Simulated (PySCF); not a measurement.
A structure optimised at B3LYP-D3(BJ)/def2-TZVP, used in a PySCF frequency run:

```
Ga
N 1 1.8237
H 2 1.0068 1 124.05
H 2 1.0068 3 111.90 1 180.00
H 1 1.5616 2 116.54 3 0.00
H 1 1.5616 5 126.93 2 180.00
```

Q: Write its SMILES, formula and point group.

A: [NH2][GaH2], GaH4N, C2v

Q: What are its rotational constants (standard atomic weights)?

A: 94.681, 10.208, 9.2145 GHz
